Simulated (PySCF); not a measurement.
## Spin states of SrPb⁺

Unrestricted PBE0; basis Sr def2-SVP with ECP28, Pb def2-SVP with ECP60; scalar-relativistic core potentials; PySCF 2.14. Outer shells of the fragments: Sr+ 5s1; Pb 5d10 6s2 6p2.

Followed along the bond (rough minima from three points):

| 2Ms+1 | unpaired | ⟨S²⟩ at the start | R at minimum (Å) | Te (eV) |
| --- | --- | --- | --- | --- |
| 2 | π ↑ | 0.77 | 3.45 | 0.00 |
| 4 | σ ↑, π ↑↑ | 3.75 | 3.10 | 0.06 |
| 2 | σ ↑, π ↑↓ | 1.75 | 3.14 | 0.56 |
| 2 | σ ↓, π ↑↑ | 1.76 | 3.16 | 0.62 |
| 4 | σ ↑↑, π ↑ | 3.75 | 3.88 | 0.80 |

Solutions found at the starting distance of 3.205 Å, counted from the lowest of them; the search is not exhaustive and high or unbound solutions are not listed, so other states can lie among these:

```csv
2Ms+1,unpaired,term,E (eV),⟨S²⟩,⟨Lz²⟩,μ (D)
4,"σ ↑, π ↑↑",⁴Σ⁻,0.00,3.75,0.00,-12.21
2,π ↑,²Π,0.00,0.77,1.01,-9.86
2,"σ ↑, π ↑↓",mixed,0.49,1.75,2.01,-11.92
2,"σ ↓, π ↑↑",mixed,0.54,1.76,0.00,-11.73
4,"σ ↑↑, π ↑",⁴Π,0.99,3.75,1.01,-5.76
2,σ ↑,mixed,1.06,0.76,2.00,-11.65
2,σ ↑,²Σ⁺,1.34,0.75,0.00,-4.74
4,"σ ↑, π ↑, δ ↑",mixed,2.26,3.75,5.00,-6.58
4,"σ ↑, π ↑, δ ↑",mixed,2.26,3.75,4.99,-6.57
2,"σ ↑, π ↑, δ ↓",mixed,2.32,1.75,4.98,-6.81
```

A term symbol is given only where ⟨S²⟩ and ⟨Lz²⟩ are close to those of a pure state; real π, δ and φ orbitals otherwise mix terms. A positive dipole points towards Pb; it is taken about the centre of mass and depends on that origin.

Question: Compare the gap between the two lowest followed solutions at the starting distance with the gap between their minima.

Answer: At PBE0 the second solution (quartet, unpaired electrons σ ↑, π ↑↑) lies +0.00 eV from the first (doublet, unpaired electrons π ↑) at 3.205 Å and +0.06 eV at the minima; the two curves relax by different amounts, since their minima lie near 3.10 and 3.45 Å.

Spin–orbit coupling is left out, which matters for elements this heavy, above all for dissociation energies.
